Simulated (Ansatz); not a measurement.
Calculated with Ansatz (gas phase, PBE0-D4/def2-TZVP geometries, no zero-point term in ΔE). CCSD(T)/CBS adds triple-zeta CCSD(T) − MP2 to the extrapolated MP2 energy (def2 sets, frozen cores). This one scheme is used for every species. DFT in def2-TZVPP. For Se outer-core shells are correlated without core-valence functions, which leaves a few kJ/mol of doubt a bond. Scalar relativity is left out up to krypton. Each species was taken in one conformer, which may not be the lowest.

Consider the ligand exchange at the Al–Se bond: `[F][AlH][SeH]` + H₂S → `[F][AlH][SH]` + H₂Se.

```csv
level,ΔE (kJ/mol)
LDA (SPW92),4.8
MP2/def2-QZVPP,8.2
```

Task: What does CCSD(T)/CBS give? (An estimate is asked.)

Result: The calculation gave: +8.0 kJ/mol. The listed levels differ from it by -3.2, 0.2 kJ/mol.

Largest T1 diagnostic among the species: 0.012.

Leaving LDA and LC-ωPBE aside and taking each functional with its dispersion term where it has one, the values, not all of them listed here, spread over 6.8 kJ/mol, from B97M-V to PBE-QIDH.
